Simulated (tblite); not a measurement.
Species: C₈H₁₆OP (charge +1).
Cartesian coordinates in Å at the GFN2-xTB level; atoms count from 1:
```
atom  x, y, z in Å
C1     2.981   -0.387   -1.172
C2     2.580   -0.907    0.148
C3     1.343   -0.974    0.640
P4    -0.173   -0.501   -0.166
C5    -1.220   -1.991   -0.278
C6    -2.541   -1.715   -0.991
C7    -1.060    0.772    0.804
C8    -0.171    1.988    0.597
C9    -0.543    3.268    1.243
O10    0.793    1.812   -0.114
H11    2.135   -0.021   -1.747
H12    3.692    0.427   -1.034
H13    3.498   -1.165   -1.734
H14    3.389   -1.265    0.772
H15    1.154   -1.377    1.631
H16   -0.059   -0.048   -1.455
H17   -1.391   -2.382    0.729
H18   -0.639   -2.740   -0.825
H19   -3.061   -2.651   -1.175
H20   -3.195   -1.086   -0.391
H21   -2.372   -1.231   -1.951
H22   -1.124    0.479    1.856
H23   -2.076    0.933    0.437
H24   -1.424    3.676    0.745
H25    0.267    3.988    1.157
H26   -0.804    3.116    2.288
```

Method: GFN2-xTB as coded in tblite; computed harmonic values from a numerical Hessian at the method's own geometry, unscaled. Errors from tens to a few hundred cm⁻¹ against measured bands are possible. Modes of hydrogen on phosphorus can be 10 to 20 % off. One conformer, not necessarily the lowest.

Harmonic wavenumbers (cm⁻¹): 37.9, 48.2, 56.2, 67.3, 94.5, 102.5, 131.9, 143.6, 172.0, 188.1, 216.5, 255.7, 314.0, 347.6, 388.1, 443.7, 501.6, 556.4, 679.6, 693.8, 708.6, 743.5, 776.2, 798.4, 817.7, 842.3, 867.3, 904.5, 932.8, 980.6, 992.5, 998.3, 1009.6, 1010.1, 1056.0, 1063.9, 1071.6, 1125.8, 1196.4, 1216.9, 1232.2, 1246.8, 1294.2, 1352.9, 1366.1, 1382.5, 1409.5, 1420.1, 1423.6, 1424.9, 1427.5, 1445.9, 1477.9, 1490.3, 1650.9, 1730.5, 2468.5, 2940.9, 2943.5, 2956.3, 2959.6, 2997.3, 3004.2, 3008.6, 3025.5, 3027.3, 3038.0, 3042.4, 3044.3, 3058.6, 3059.4, 3063.1.

A = 1082, B = 985.8, C = 585.7 MHz; mass 159.094 u (most abundant isotopes); point group C1, symmetry number 1.

Task: Zero-point energy?

Result: Half the sum of the wavenumbers: 47483 cm⁻¹ = 568.02 kJ/mol.

Task: Entropy at 350 K, 1 bar (ideal gas, RRHO, classical rotation)?

Result: Translation 175.41, rotation 130.12, vibration 237.27: S = 542.8 J/(mol K).

Task: And Cp and H(350 K) − H(0)?

Result: Cp = 246.05 J/(mol K), of which vibrations give 212.79 (their classical limit is 72 R = 598.6); H(350 K) − H(0) = 51.98 kJ/mol without the zero-point energy, 40.34 from vibrations.

Task: Blend soft modes into free rotors: weight 1/[1 + (100 cm⁻¹/ν̃)⁴] for the oscillator and the rest for a rotor with moment μB/(μ + B), μ = h/(8π²ν), B = 10⁻⁴⁴ kg m². What vibrational entropy results?

Result: 211.21 J/(mol K) in place of 237.27, which changes −T·S at 350 K by +9.12 kJ/mol.

Task: How do the functions run with temperature in this model?

Result: 
```tsv
T (K)	S (J/(mol K))	Cp (J/(mol K))	H − H(0) (kJ/mol)	G − H(0) (kJ/mol)	ln q(vib)
50	270.6	78.4	2.63	-10.90	1.25
100	336.6	113.4	7.50	-26.17	3.73
298.15	505.7	217.0	39.97	-110.81	12.60
373.15	559.0	258.7	57.82	-150.76	15.59
500	643.6	320.7	94.70	-227.10	20.45
750	791.6	409.0	186.72	-407.00	29.47
1000	917.9	468.0	296.81	-621.10	37.76
```

q(vib) and H(0) count from the zero-point level.

Hindered rotation and anharmonicity are outside this model. Other conformers, if any are populated, would add a mixing term that is left out. The structure is chiral; the term R ln 2 for an equal mix with its mirror image is left out.

On an Arm Neoverse V2 with one thread, no GPU (shared host), this took 1.2 s. This covers the Hessian and the dipole derivatives.
